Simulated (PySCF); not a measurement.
Record of a relaxation.

Species: C4H5F5O2.
SMILES with atom numbers: `[F:1][CH2:2][O:3][CH:4]([O:5][CH2:6][F:7])[C:8]([F:9])([F:10])[F:11]` (hydrogens: H12, H13 on C2; H14 on C4; H15, H16 on C6)

Computed by this run: PBE0-D3(BJ)/def2-SVP geometry optimisation, gas phase (PySCF); density fitting, grid level 1; the optimiser is geomeTRIC in internal coordinates, started from a GFN2-xTB structure with every atom displaced at random (about 0.01 Å). The frame can shift and turn from step to step; on so coarse a grid that alone can change the energy by a few meV, and forces under 0.02 eV/Å are noise.

Step 0: E = -21869.1986 eV, largest atomic force 1.970 eV/Å
```
atom  x, y, z in Å  |  force x, y, z in eV/Å
F1      1.198   -2.030   -0.748   -0.059   0.422   0.021
C2      1.761   -0.774   -0.686   -0.997  -0.483   0.106
O3      1.117    0.017    0.245    0.977  -0.507   0.053
C4     -0.139    0.453   -0.039   -1.911   0.477   0.056
O5     -1.065    0.098    0.965    0.709   0.326  -0.234
C6     -1.443   -1.224    1.005    0.141  -0.185  -0.135
F7     -2.181   -1.532   -0.093   -0.256  -0.039  -0.299
C8     -0.142    1.998   -0.103   -0.933   0.029   0.625
F9     -1.360    2.491   -0.379    0.336  -0.500  -0.112
F10     0.680    2.393   -1.055    0.480   0.090  -0.453
F11     0.236    2.549    1.043    0.229  -0.203   0.035
H12     1.737   -0.348   -1.694   -0.144   0.188  -0.282
H13     2.766   -0.903   -0.345    1.069   0.070   0.374
H14    -0.526    0.081   -1.011    0.274   0.021   0.034
H15    -0.590   -1.932    1.008    0.049   0.283   0.126
H16    -2.071   -1.340    1.899    0.037   0.011   0.086
```

Step 1: E = -21869.3047 eV, largest atomic force 0.471 eV/Å
```
atom  x, y, z in Å  |  force x, y, z in eV/Å
F1      1.304   -1.777   -1.034   -0.035  -0.124   0.023
C2      1.800   -0.551   -0.700    0.254   0.172  -0.217
O3      1.083   -0.004    0.333   -0.351   0.139   0.041
C4     -0.227    0.420    0.027    0.440  -0.067   0.153
O5     -1.111   -0.042    0.973   -0.068   0.063   0.006
C6     -1.375   -1.396    0.887   -0.018   0.029  -0.013
F7     -2.113   -1.666   -0.227    0.041   0.019   0.053
C8     -0.265    1.946    0.041    0.296  -0.165  -0.226
F9     -1.466    2.381   -0.308   -0.056   0.112   0.093
F10     0.619    2.387   -0.873   -0.146   0.023   0.174
F11     0.070    2.450    1.217   -0.115   0.001  -0.054
H12     1.767    0.079   -1.612   -0.016  -0.056   0.120
H13     2.840   -0.661   -0.347   -0.148  -0.013  -0.019
H14    -0.507    0.090   -0.985   -0.062  -0.051  -0.115
H15    -0.437   -1.971    0.826    0.006  -0.061  -0.027
H16    -1.955   -1.655    1.783   -0.023  -0.021   0.007
```

Step 2: E = -21869.3124 eV, largest atomic force 0.233 eV/Å
```
atom  x, y, z in Å  |  force x, y, z in eV/Å
F1      1.329   -1.795   -1.003   -0.017  -0.017  -0.026
C2      1.809   -0.550   -0.706    0.096  -0.001   0.001
O3      1.092    0.005    0.325   -0.187   0.076  -0.030
C4     -0.216    0.418    0.018    0.230  -0.028   0.026
O5     -1.101   -0.041    0.966   -0.038  -0.032   0.028
C6     -1.378   -1.394    0.883   -0.018   0.027  -0.014
F7     -2.127   -1.652   -0.225   -0.006  -0.006  -0.019
C8     -0.266    1.942    0.044    0.102   0.111  -0.098
F9     -1.473    2.380   -0.286   -0.087  -0.010  -0.059
F10     0.609    2.419   -0.855   -0.075  -0.080   0.066
F11     0.052    2.433    1.229    0.044  -0.026   0.101
H12     1.759    0.059   -1.626   -0.029  -0.015   0.011
H13     2.848   -0.641   -0.356   -0.015   0.002  -0.008
H14    -0.500    0.084   -0.997   -0.019  -0.010   0.008
H15    -0.452   -1.987    0.811    0.011   0.007   0.004
H16    -1.959   -1.649    1.780    0.010   0.003   0.009
```

Step 3: E = -21869.3139 eV, largest atomic force 0.083 eV/Å
```
atom  x, y, z in Å  |  force x, y, z in eV/Å
F1      1.331   -1.799   -0.997    0.006   0.009  -0.003
C2      1.809   -0.551   -0.707   -0.018  -0.021   0.012
O3      1.093    0.009    0.324   -0.043   0.009  -0.022
C4     -0.211    0.419    0.019    0.078  -0.022  -0.015
O5     -1.099   -0.041    0.965   -0.029  -0.037   0.023
C6     -1.378   -1.392    0.877    0.010   0.014   0.004
F7     -2.127   -1.646   -0.232   -0.009  -0.003  -0.008
C8     -0.266    1.942    0.049    0.022   0.015  -0.049
F9     -1.475    2.377   -0.284    0.005   0.005  -0.008
F10     0.609    2.422   -0.845   -0.032  -0.005   0.036
F11     0.050    2.424    1.240    0.010   0.016   0.020
H12     1.748    0.052   -1.629   -0.003   0.008  -0.019
H13     2.850   -0.636   -0.363    0.013  -0.001   0.007
H14    -0.497    0.085   -0.996   -0.008   0.012   0.023
H15    -0.452   -1.985    0.804   -0.003   0.004   0.003
H16    -1.958   -1.648    1.775    0.002  -0.002  -0.004
```

Step 4: E = -21869.3141 eV, largest atomic force 0.026 eV/Å
```
atom  x, y, z in Å  |  force x, y, z in eV/Å
F1      1.329   -1.803   -0.995    0.004   0.013   0.003
C2      1.807   -0.554   -0.709   -0.019  -0.016   0.007
O3      1.092    0.008    0.323    0.004  -0.002  -0.013
C4     -0.210    0.421    0.021    0.009  -0.005  -0.006
O5     -1.098   -0.042    0.966   -0.009  -0.001   0.005
C6     -1.378   -1.393    0.873    0.012   0.007   0.007
F7     -2.127   -1.644   -0.237   -0.003   0.001  -0.003
C8     -0.264    1.945    0.053   -0.008  -0.002  -0.006
F9     -1.473    2.381   -0.281    0.008  -0.007   0.011
F10     0.610    2.426   -0.838    0.009  -0.004   0.002
F11     0.051    2.425    1.246   -0.005   0.003   0.003
H12     1.743    0.047   -1.633    0.002   0.005  -0.006
H13     2.848   -0.638   -0.365    0.007   0.001   0.001
H14    -0.498    0.089   -0.994   -0.006   0.011   0.000
H15    -0.451   -1.985    0.799   -0.004  -0.003  -0.002
H16    -1.957   -1.653    1.771   -0.002  -0.002  -0.003
```

Problem. Summarise the path.

Solution. The energy falls by 0.1155 eV from step 0 to step 4; nine tenths of that is first reached at step 1. It falls at every step. The largest force goes from 1.970 to 0.026 eV/Å. Among the bonds O3–C4 changes most, from 1.359 to 1.399 Å; the atoms move by 0.077 Å rms after alignment.

Problem. Follow the three bonds and two angles with the largest change from start to end.

Solution. 
```csv
step,E above end (eV),largest force (eV/Å),O3–C4 (Å),C4–O5 (Å),C2–H13 (Å),O5–C4–H14 (°),O3–C4–H14 (°)
0,0.1155,1.970,1.359,1.411,1.069,108.1,113.5
1,0.0094,0.471,1.411,1.374,1.104,111.6,110.2
2,0.0016,0.233,1.405,1.375,1.100,111.5,110.5
3,0.0002,0.083,1.401,1.376,1.099,111.3,110.6
4,0.0000,0.026,1.399,1.378,1.099,111.1,110.7
```

The cost below is that of the whole optimisation. On Intel Xeon Platinum 8488C, one thread (shared host), this took 83 s of wall time and 0.76 GiB of memory at its peak.
